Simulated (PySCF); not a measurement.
# Two-component Hartree-Fock for Ce⁴⁵⁺ (cerium, charge +45)

Start: [Ne] 3s2 3p1; 3p3/2 filled at m_j = +3/2. Calculated with PySCF 2.14 in an even-tempered Gaussian basis (18 s from 11 bohr⁻², ratio 2.4; 14 p from 14 bohr⁻², ratio 2.4; 4 d from 47 bohr⁻², ratio 2.6; 4 f from 71 bohr⁻², ratio 2.6): generalised Hartree-Fock with the X2C-1e Hamiltonian and a Gaussian nucleus; one run each with spin-orbit coupling (SO) screened by Boettger's factors, then bare. This is a chosen level, not necessarily the ground level.

| spinor shell | electrons | ε, screened SO (eV) | ε, bare SO (eV) | weight of nominal j (bare SO) | rms radius, bare SO (bohr) |
| --- | --- | --- | --- | --- | --- |
| 1s1/2 | 2 | -43668.4 | -43668.2 | 1.000 | 0.0280 |
| 2s1/2 | 2 | -9469.2 | -9469.1 | 1.000 | 0.112 |
| 2p1/2 | 2 | -9116.4 | -9129.2 | 1.000 | 0.0958 |
| 3s1/2 | 2 | -3779.3 | -3779.3 | 1.000 | 0.268 |
| 3p3/2 | 1 | -3557.9 | -3556.7 | 1.000 | 0.263 |

(1) Where does 2p3/2 lie, and what is the 2p spin-orbit splitting (bare SO)?

| quantity | screened SO | bare SO |
| --- | --- | --- |
| E (hartree) | -6912.70341 | -6912.89632 |
| M_J | 3/2 | 3/2 |
| ⟨J²⟩ | 3.751 | 3.751 |
| ⟨L²⟩ | 2.011 | 2.012 |
| ⟨S²⟩ | 0.761 | 0.761 |

Each row is a mean over spinors that exchange with the open shell spreads, by up to 21.278 eV (3s1/2).

Breit and QED terms are absent; they matter most for the inner s and p1/2 levels.

Densities and radii are taken from the X2C orbitals without a picture-change correction, which distorts them close to the nucleus.

Results:

(1) At -8650.1 eV, 479.11 eV above 2p1/2.
